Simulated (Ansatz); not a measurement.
A nudged elastic band was laid between two geometries of C2H3BS (7 atoms, charge 0, multiplicity 1).

Method: RKS B3LYP/def2-SVP (Ansatz).

```yaml
movable_images: 9
climbing_image: yes
spring: 5.0 eV/Å²
optimiser: quadratic models (default)
start_path: through a guess of the saddle point
force_threshold: 0.05 eV/Å
iteration_limit: 60
end_points: relaxed
```

Initial state:

```xyz
7
Properties=species:S:1:pos:R:3
C -1.617 -0.032 -0.918
C -0.709 0.066 -0.109
B 0.416 0.188 0.899
S 2.130 -0.147 0.511
H -2.421 -0.116 -1.626
H 0.214 0.523 2.037
H 1.987 -0.481 -0.795
```

Final state:

```xyz
7
Properties=species:S:1:pos:R:3
C -1.932 -0.091 -1.166
C -1.150 -0.037 -0.221
B -0.306 0.075 1.005
S 1.484 -0.295 0.848
H -2.631 -0.137 -1.981
H 2.105 0.521 1.723
H 2.429 -0.036 -0.209
```

**Question.** Which bonds break or form, and what moves?

**Answer.** Bonds broken: B3–H6. Bonds formed: S4–H6.

**Question.** What energy profile does the band end with?

**Answer.** The run converged. The highest image is number 6 of 0 to 10, 107.2 kcal/mol above the first end and 13.1 kcal/mol above the last; the last end lies 94.2 kcal/mol above the first. Neighbouring images differ by up to 1.5 eV, so the band resolves the path poorly. A vibrational analysis at the climbing image gives one clearly imaginary mode, 1287i cm⁻¹: a first-order saddle point. The orbitals stay closed-shell, which can raise the energy where a bond breaks towards radicals; this wasn't checked here.

| image | path coordinate (Å) | energy (kcal/mol) | B3–H6 (Å) | S4–H6 (Å) |
| --- | --- | --- | --- | --- |
| 0 | 0.00 | 0.0 | 1.20 | 2.54 |
| 1 | 0.31 | 2.1 | 1.20 | 2.44 |
| 2 | 0.61 | 10.7 | 1.20 | 2.28 |
| 3 | 0.92 | 28.9 | 1.21 | 2.07 |
| 4 | 1.23 | 59.0 | 1.31 | 1.83 |
| 5 | 1.53 | 93.5 | 1.53 | 1.60 |
| 6 | 1.84 | 107.2 | 1.81 | 1.42 |
| 7 | 2.19 | 100.7 | 2.13 | 1.36 |
| 8 | 2.53 | 96.3 | 2.39 | 1.35 |
| 9 | 2.88 | 94.7 | 2.51 | 1.35 |
| 10 | 3.23 | 94.2 | 2.56 | 1.35 |

**Question.** What is the geometry of the highest image?

**Answer.** 
```xyz
7
Properties=species:S:1:pos:R:3:forces:R:3
C -1.772 -0.020 -1.061 -0.01 -0.01 0.01
C -0.993 -0.117 -0.118 -0.02 0.01 -0.02
B -0.108 -0.229 1.074 0.02 -0.01 -0.01
S 1.726 -0.343 0.877 0.00 0.01 0.02
H -2.479 0.064 -1.866 0.01 0.00 0.00
H 1.283 0.834 1.538 0.01 -0.01 0.00
H 2.344 -0.189 -0.443 -0.01 0.00 0.00
```

Run time: 4.7 min on 1 thread of Arm Neoverse V1, on a shared host, peak memory 0.14 GiB.
